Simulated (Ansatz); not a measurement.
`B[SiH2][InH2]` + `CCN[SiH3]` → `BNCC` + `[SiH3][SiH2][InH2]`  (redistribution)

Gas-phase electronic energies from Ansatz, PBE0-D4/def2-TZVP geometries. CCSD(T)/CBS adds triple-zeta CCSD(T) − MP2 to the extrapolated MP2 energy (def2 sets, frozen cores). DFT in def2-TZVPP. B3LYP here is the variant with VWN-RPA as its local correlation; programs differ in this. HSE06 is defined as in plane-wave codes. def2 core potentials past Kr. For In outer-core shells are correlated without core-valence functions, which leaves a few kJ/mol of doubt a bond. Each species was taken in one conformer, which may not be the lowest.

`B[SiH2][InH2]`:

```xyz
9

B    -0.768    0.888   -0.654
Si    0.860    1.135    0.264
In   -0.154   -1.407    0.216
H    -0.764    0.619   -1.823
H    -1.809    0.997   -0.069
H     0.978    1.387    1.725
H     2.208    0.940   -0.333
H    -1.523   -2.206   -0.450
H     0.973   -2.352    1.124
```

`CCN[SiH3]`:

Cartesian coordinates in Å:
```
C 0.364 -0.439 1.880
C 0.359 -0.637 0.377
N 0.084 0.597 -0.331
Si -0.691 0.662 -1.860
H -0.597 -0.049 2.220
H 0.565 -1.379 2.399
H 1.140 0.275 2.174
H -0.420 -1.359 0.109
H 1.313 -1.088 0.064
H 0.713 1.346 -0.088
H -0.917 2.094 -2.184
H -1.983 -0.071 -1.769
H 0.070 0.049 -2.992
```

`BNCC`:

```xyz
12

B     0.857    0.029   -1.816
N     0.244   -0.546   -0.718
C     0.328   -0.108    0.659
C    -1.014    0.324    1.218
H     0.674   -0.448   -2.899
H     1.556    0.990   -1.653
H    -0.352   -1.350   -0.851
H     1.039    0.720    0.693
H     0.745   -0.912    1.279
H    -1.738   -0.495    1.183
H    -0.917    0.637    2.261
H    -1.421    1.158    0.643
```

`[SiH3][SiH2][InH2]`:

Z-matrix (Å, degrees):
```
Si
Si 1 2.339
H 1 1.489 2 109.8
H 1 1.488 2 112.1 3 120.7
H 1 1.489 2 109.8 3 -118.6
In 2 2.571 1 110.2 3 58.7
H 2 1.492 1 107.8 3 -62.6
H 2 1.491 1 108.2 3 -178.7
H 6 1.728 2 120.2 1 -83.0
H 6 1.728 2 121.0 1 95.3
```

| level | ΔE (kJ/mol) | difference from CCSD(T)/CBS |
| --- | --- | --- |
| LDA (SPW92) | -110.7 | 6.6 |
| revPBE-D4 | -117.2 | 0.1 |
| BLYP-D4 | -123.1 | -5.8 |
| r2SCAN-D4 | -116.7 | 0.6 |
| B97M-V | -117.9 | -0.6 |
| PBE0-D4 | -123.3 | -6.0 |
| B3LYP-D4 | -127.3 | -10.0 |
| r2SCANh-D4 | -118.5 | -1.2 |
| r2SCAN0-D4 | -121.1 | -3.8 |
| HSE06-D4 | -123.2 | -5.9 |
| BHLYP-D4 | -134.5 | -17.2 |
| CAM-B3LYP-D4 | -131.7 | -14.4 |
| ωB97X-V | -129.6 | -12.3 |
| ωB97M-V | -119.4 | -2.1 |
| B2PLYP | -124.8 | -7.5 |
| PBE-QIDH | -121.5 | -4.2 |
| PBE | -120.2 | -2.9 |
| revPBE | -124.4 | -7.1 |
| BLYP | -127.9 | -10.6 |
| r2SCAN | -117.0 | 0.3 |
| B3LYP | -130.3 | -13.0 |
| r2SCANh | -118.8 | -1.5 |
| r2SCAN0 | -121.4 | -4.1 |
| BHLYP | -136.1 | -18.8 |
| CAM-B3LYP | -132.9 | -15.6 |
| LC-ωPBE | -130.9 | -13.6 |
| RPA@PBE/def2-TZVPP | -118.2 | -0.9 |
| HF/def2-SVP | -170.6 | -53.3 |
| MP2/def2-SVP | -139.5 | -22.2 |
| CCSD/def2-SVP | -148.6 | -31.3 |
| CCSD(T)/def2-SVP | -145.1 | -27.8 |
| HF/def2-TZVPP | -155.5 | -38.2 |
| MP2/def2-TZVPP | -111.3 | 6.0 |
| SCS-MP2/def2-TZVPP | -118.9 | -1.6 |
| CCSD(T)/def2-TZVPP | -120.7 | -3.4 |
| HF/def2-QZVPP | -154.4 | -37.1 |
| SCS-MP2/def2-QZVPP | -117.2 | 0.1 |
| HF/CBS(def2) | -154.2 | -36.9 |
| MP2/CBS(def2) | -107.9 | 9.4 |
| CCSD/CBS(def2) | -122.9 | -5.6 |
| CCSD(T)/CBS | -117.3 | 0 |

Question: What do rigid-rotor, harmonic-oscillator terms from PBE0-D4/def2-TZVP frequencies (298.15 K, 1 bar) make of the CCSD(T)/CBS value? (An estimate is asked.)

Answer: Ansatz gave: ΔZPE = +5.3 kJ/mol, ΔH = -112.2 kJ/mol, ΔS = 4 J/(mol·K), ΔG = -113.6 kJ/mol. Modes under 50 cm⁻¹ make the entropy rough.

Largest T1 diagnostic among the species: 0.015.

At CCSD(T), def2-SVP lies −27.8 kJ/mol from the extrapolated value and def2-TZVPP −3.4 kJ/mol. In def2-TZVPP, CCSD(T) changes the Hartree–Fock value by +34.9 kJ/mol (the triples alone add +5.6 kJ/mol) and MP2 by +44.3 kJ/mol.
